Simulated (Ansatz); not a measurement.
BaBr₂, SMILES [Br][Ba][Br]. Atoms are numbered in the order given.

```xyz
3

Ba     0.0000     0.0000    -0.5721
Br     0.0000     2.6931     0.5620
Br     0.0000    -2.6931     0.5620
```
Charge 0, spin multiplicity 1.

Geometry optimised at B3LYP-D3(BJ)/def2-SVP. The def2 effective core potentials stand for the cores of Ba; spin–orbit coupling is left out.

Two levels are set side by side: PBE-D3(BJ)/def2-SVP (Ansatz, a program for electronic structure) and B3LYP-D3(BJ)/def2-SVP (Ansatz). Each level has its own optimised geometry; the coordinates shown are those of the second. Differences are taken from unrounded values.

```
quantity              B3LYP-D3(BJ)  PBE-D3(BJ)  PBE-D3(BJ) minus B3LYP-D3(BJ)
--------------------  ------------  ----------  -----------------------------
mean bond length (Å)         2.922       2.902                         -0.020
bond Ba1–Br2 (Å)             2.922       2.902                         -0.020
bond Ba1–Br3 (Å)             2.922       2.902                         -0.020
```

Here PBE gives about what the other level gives.
